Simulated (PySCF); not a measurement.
```xyz
5
charge 0 multiplicity 1, angstrom
Si    0.0000    0.0000    0.0000
F    -0.9125   -0.9125    0.9125
F     0.9125   -0.9125   -0.9125
F    -0.9125    0.9125   -0.9125
F     0.9125    0.9125    0.9125
```

Computed with PBE in PySCF with Si def2-TZVP, F def2-TZVP; no relativity; density-fitted integrals.

This geometry of SiF4 is a stationary point at this level.

(1) What is the point group?

(2) Is it a minimum?

(3) List the harmonic modes with their infrared intensities.

(4) Give the ideal-gas entropy at 298.15 K and 1 bar by parts.

## Answers

(1) Td.

(2) Yes: all harmonic wavenumbers are real.

(3) 
```
symmetry  ω (cm⁻¹)  IR (km/mol, summed over degenerate members)     type
       e       252                                          0.0     bend
      t2       371                                          114     bend
      a1       755                                          0.0  stretch
      t2       989                                          638  stretch
```

(4) translation 166.8, rotation 88.2, vibration 30.1, spin 0.0; total 285.1 J/(mol K).
